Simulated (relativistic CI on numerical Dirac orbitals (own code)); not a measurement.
# Cu3+ in a cubic cluster: L2,3 absorption with charge transfer

Computed with a charge-transfer multiplet model of a cubic metal-ligand cluster with up to 2 ligand holes, Slater and spin-orbit integrals from Dirac-Coulomb-Breit ions, Slater integrals scaled by 0.8. The ground state mixes d8 with configurations of k ligand holes L, whose averages lie at kΔ + k(k − 1)U_dd/2; a core hole lowers each added d electron by U_cd. 20 K, Lorentzian 0.4 eV and Gaussian 0.3 eV FWHM.

Atomic integrals in eV (Slater integrals scaled, ζ unscaled), ground: F2dd 11.066, F4dd 6.905, zeta_d 0.110; with the core hole: F2dd 11.066, F4dd 6.905, zeta_d 0.138, zeta_core 13.377, F2cd 7.060, G1cd 5.412, G3cd 3.079.

Cluster parameters (eV): Δ = 1.7, U_dd = 7.8, U_cd = 8.9, 10Dq = 1.25, 10Dq(ligand) = 0.4, final-state hopping factor = 1.

| Case | n_d | d8 | d9L | d10L2 | S |
| --- | --- | --- | --- | --- | --- |
| V(eg) = 1.45 eV, V(t2g) = -0.73 eV | 8.19 | 0.81 | 0.18 | 0.00 | 1.00 |
| V(eg) = 1.75 eV, V(t2g) = -0.88 eV | 8.24 | 0.77 | 0.23 | 0.01 | 1.00 |
| V(eg) = 2.05 eV, V(t2g) = -1.03 eV | 8.28 | 0.73 | 0.26 | 0.01 | 1.00 |
| V(eg) = 2.35 eV, V(t2g) = -1.18 eV | 8.32 | 0.69 | 0.30 | 0.01 | 1.00 |
| V(eg) = 2.65 eV, V(t2g) = -1.33 eV | 8.36 | 0.66 | 0.32 | 0.02 | 1.00 |

Weights, n_d and S are thermal averages at 20 K. Photon energies count from the first peak over 30 % of the highest in each spectrum, which can be another peak from case to case. The parameters are a model scan and need not match a compound or its usual spin state. Peaks in eV (height, largest 100):
- V(eg) = 1.45 eV, V(t2g) = -0.73 eV: 0.0 (100), 1.5 (17), 3.7 (6), 4.5 (8), 20.2 (24), 21.1 (22)
- V(eg) = 1.75 eV, V(t2g) = -0.88 eV: 0.0 (100), 1.4 (17), 5.0 (7), 20.2 (24), 21.0 (22)
- V(eg) = 2.05 eV, V(t2g) = -1.03 eV: 0.0 (100), 1.4 (17), 5.5 (6), 20.2 (24), 21.0 (23)
- V(eg) = 2.35 eV, V(t2g) = -1.18 eV: 0.0 (100), 1.3 (17), 6.0 (5), 20.1 (25), 20.9 (23)
- V(eg) = 2.65 eV, V(t2g) = -1.33 eV: 0.0 (100), 1.3 (17), 20.2 (24), 20.9 (23)

Curve for V(eg) = 2.05 eV, V(t2g) = -1.03 eV (points under 2 left out, the grid thinned):

E (eV), Intensity and a bar:
```
     -1.6        2.2 
     -1.4        2.8 
     -1.2        3.8 #
     -0.9        6.7 ##
     -0.7       11.0 ###
     -0.5       21.2 #######
     -0.3       47.1 ################
     -0.1       88.5 ##############################
      0.2       79.6 ###########################
      0.4       39.7 #############
      0.6       19.0 ######
      0.8       11.6 ###
      1.0       10.2 ###
      1.3       16.0 #####
      1.5       16.0 #####
      1.7       10.3 ###
      1.9        6.7 ##
      2.1        4.9 #
      2.4        3.0 
      2.6        2.6 
      2.8        2.4 
      4.3        2.2 
      4.5        3.5 #
      4.8        4.4 #
      5.0        3.6 #
      5.2        3.7 #
      5.4        5.5 #
      5.7        4.7 #
      5.9        2.4 
     19.5        3.0 
     19.7        5.6 #
     19.9       12.3 ####
     20.2       24.5 ########
     20.4       18.3 ######
     20.6       12.6 ####
     20.8       16.1 #####
     21.0       22.5 #######
     21.3       12.2 ####
     21.5        5.7 #
     21.7        3.3 
     21.9        2.6 
     22.1        2.5 
     24.8        2.5 
     25.0        2.4 
     25.3        2.0
```

For the case V(eg) = 2.05 eV, V(t2g) = -1.03 eV, Δ = 1.7 eV is smaller than U_dd = 7.8 eV, the charge-transfer side of the Zaanen-Sawatzky-Allen scheme. With the core hole the configuration with one ligand hole lies at Δ + U_dd − U_cd = 0.6 eV above the one without, against Δ in the ground state. The added d electron screens the hole, so the order of the configurations is kept and charge-transfer satellites are weaker than in photoemission.
